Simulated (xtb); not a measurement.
C₃H₆O₃, charge +1, doublet, at a GFN2-xTB geometry (a state made from the parent by changing its charge; the spin is typed, not shown lowest); GFN2-xTB run with xtb.

The xtb input:
```
$ xtb mol.xyz --gfn 2 --chrg 1 --uhf 1 --etemp 10000 --json

# file mol.xyz
12

C      2.33990284     0.02941715     0.04714782
O      1.11216935    -0.60569716     0.10534410
C     -0.00671483     0.13926615    -0.00330295
O     -0.06143048     1.31624464    -0.13731401
O     -1.05132864    -0.71099538     0.06388079
C     -2.33179128    -0.19795587    -0.04238492
H      2.26312269     1.10441975     0.25431409
H      3.01653695    -0.51791024     0.72250393
H      2.79796639    -0.10367015    -0.95399907
H     -2.97741664    -0.80963810     0.60763016
H     -2.73616646    -0.37301837    -1.06006040
H     -2.36770513     0.87903570     0.16556455
```

It wrote (shortened):

```
   ID    Z sym.   atoms
    1    6 C      1, 3, 6
    2    8 O      2, 4, 5
    3    1 H      7-12

           -------------------------------------------------
          |                Calculation Setup                |
           -------------------------------------------------

           -------------------------------------------------
          |                 G F N 2 - x T B                 |
           -------------------------------------------------

          ...................................................
          :                      SETUP                      :
          :.................................................:
          :  # basis functions                  30          :
          :  # atomic orbitals                  30          :
          :  # shells                           18          :
          :  # electrons                        35          :
          :  max. iterations                   250          :
          :  Hamiltonian                  GFN2-xTB          :
          :  restarted?                      false          :
          :  GBSA solvation                  false          :
          :  PC potential                    false          :
          :  electronic temp.        10000.0000000     K    :
          :  accuracy                    1.0000000          :
          :  -> integral cutoff          0.2500000E+02      :
          :  -> integral neglect         0.1000000E-07      :
          :  -> SCF convergence          0.1000000E-05 Eh   :
          :  -> wf. convergence          0.1000000E-03 e    :
          :  Broyden damping             0.4000000          :
          :  net charge                          1          :
          :  unpaired electrons                  1          :
          ...................................................

 iter      E             dE          RMSdq      gap      omega  full diag
   1    -21.3723627 -0.213724E+02  0.454E+00    6.48       0.0  T
   2    -21.3918972 -0.195344E-01  0.260E+00    5.71       1.0  T
   3    -21.3912718  0.625361E-03  0.102E+00    5.92       1.0  T
   4    -21.3943140 -0.304217E-02  0.148E-01    5.76       1.0  T
   5    -21.3943373 -0.233087E-04  0.781E-02    5.76       1.0  T
   6    -21.3943407 -0.344560E-05  0.263E-02    5.77       1.1  T
   7    -21.3943440 -0.325532E-05  0.742E-03    5.76       3.9  T
   8    -21.3943441 -0.139403E-06  0.256E-03    5.76      11.3  T
   9    -21.3943441 -0.848762E-08  0.800E-04    5.76      36.1  T
  10    -21.3943441 -0.423624E-08  0.328E-04    5.76      87.9  T

   *** convergence criteria satisfied after 10 iterations ***

         :::::::::::::::::::::::::::::::::::::::::::::::::::::
         ::                     SUMMARY                     ::
         :::::::::::::::::::::::::::::::::::::::::::::::::::::
         :: total energy             -21.216259118405 Eh    ::
         :: gradient norm              0.053616652119 Eh/a0 ::
         :: HOMO-LUMO gap              5.764265074085 eV    ::
         ::.................................................::
         :: SCC energy               -21.394348900793 Eh    ::
         :: -> isotropic ES            0.136070898395 Eh    ::
         :: -> anisotropic ES         -0.003298420027 Eh    ::
         :: -> anisotropic XC          0.000803067788 Eh    ::
         :: -> dispersion             -0.004689965814 Eh    ::
         :: repulsion energy           0.178089782388 Eh    ::
         :: add. restraining           0.000000000000 Eh    ::
         :: total charge               1.000000000247 e     ::
         :::::::::::::::::::::::::::::::::::::::::::::::::::::

           -------------------------------------------------
          |                Property Printout                |
           -------------------------------------------------

    * Orbital Energies and Occupations

         #    Occupation            Energy/Eh            Energy/eV
      -------------------------------------------------------------
         1        2.0000           -0.9886853             -26.9035
       ...           ...                  ...                  ...
         6        1.9990           -0.8430446             -22.9404
         7        1.9986           -0.8306878             -22.6042
         8        1.9985           -0.8292446             -22.5649
         9        1.9936           -0.7834456             -21.3186
        10        1.9910           -0.7725759             -21.0229
        11        1.9839           -0.7539985             -20.5173
        12        1.9826           -0.7513732             -20.4459
        13        1.9715           -0.7355096             -20.0142
        14        1.9029           -0.6945141             -18.8987
        15        1.8617           -0.6820118             -18.5585
        16        1.8311           -0.6746627             -18.3585
        17        1.7613           -0.6612547             -17.9937
        18        1.6654           -0.6469239             -17.6037 (HOMO)
        19        0.0594           -0.4350910             -11.8394 (LUMO)
        20        0.0001           -0.2102497              -5.7212
        21        0.0000           -0.0902287              -2.4552
        22        0.0000           -0.0749977              -2.0408
        23        0.0000           -0.0719873              -1.9589
        24        0.0000           -0.0492016              -1.3388
        25        0.0000           -0.0424988              -1.1565
        26        0.0000           -0.0399090              -1.0860
        27        0.0000           -0.0356218              -0.9693
        28                          0.0592111               1.6112
        29                          0.0723487               1.9687
        30                          0.5045759              13.7302
      -------------------------------------------------------------
                  HL-Gap            0.2118328 Eh            5.7643 eV
             Fermi-level           -0.5731711 Eh          -15.5968 eV

     #   Z          covCN         q      C6AA      α(0)
     1   6 C        3.652     0.014    20.653     6.527
     2   8 O        1.707    -0.140    16.420     5.471
     3   6 C        2.625     0.474    19.132     7.154
     4   8 O        0.856    -0.283    19.483     5.918
     5   8 O        1.707    -0.140    16.420     5.471
     6   6 C        3.652     0.014    20.653     6.527
     7   1 H        0.924     0.165     1.297     1.781
     8   1 H        0.923     0.187     1.166     1.689
     9   1 H        0.922     0.179     1.210     1.720
    10   1 H        0.923     0.187     1.166     1.689
    11   1 H        0.922     0.179     1.210     1.720
    12   1 H        0.924     0.165     1.297     1.781

 Mol. C6AA /au·bohr⁶  :       1057.433258
 Mol. C8AA /au·bohr⁸  :      22887.421798
 Mol. α(0) /au        :         47.448896

Wiberg/Mayer (AO) data.
largest (>0.10) Wiberg bond orders for each atom

 ---------------------------------------------------------------------------
     #   Z sym  total        # sym  WBO       # sym  WBO       # sym  WBO
 ---------------------------------------------------------------------------
     1   6 C    3.655 --     2 O    1.003     7 H    0.892     8 H    0.874
                             9 H    0.858
     2   8 O    2.237 --     3 C    1.068     1 C    1.003     4 O    0.109
     3   6 C    3.841 --     4 O    1.654     2 O    1.068     5 O    1.068
     4   8 O    1.895 --     3 C    1.654     2 O    0.109     5 O    0.109
     5   8 O    2.237 --     3 C    1.068     6 C    1.003     4 O    0.109
     6   6 C    3.655 --     5 O    1.003    12 H    0.892    10 H    0.874
                            11 H    0.858
     7   1 H    0.906 --     1 C    0.892
     8   1 H    0.891 --     1 C    0.874
     9   1 H    0.877 --     1 C    0.858
    10   1 H    0.891 --     6 C    0.874
    11   1 H    0.877 --     6 C    0.858
    12   1 H    0.906 --     6 C    0.892
 ---------------------------------------------------------------------------

Topologies differ in total number of bonds
Writing topology from bond orders to xtbtopo.mol

molecular dipole:
                 x           y           z       tot (Debye)
 q only:        0.013      -0.249      -0.055
   full:        0.014      -0.264      -0.084       0.705
molecular quadrupole (traceless):
                xx          xy          yy          xz          yz          zz
 q only:       26.657       2.025     -14.975       0.720       0.338     -11.682
  q+dip:       24.115       1.904     -15.165       0.602       0.686      -8.950
   full:       25.038       1.990     -16.055       0.616       0.774      -8.983

           -------------------------------------------------
          | TOTAL ENERGY              -21.216259118405 Eh   |
          | GRADIENT NORM               0.053616652119 Eh/α |
          | HOMO-LUMO GAP               5.764265074085 eV   |
           -------------------------------------------------

normal termination of xtb
```
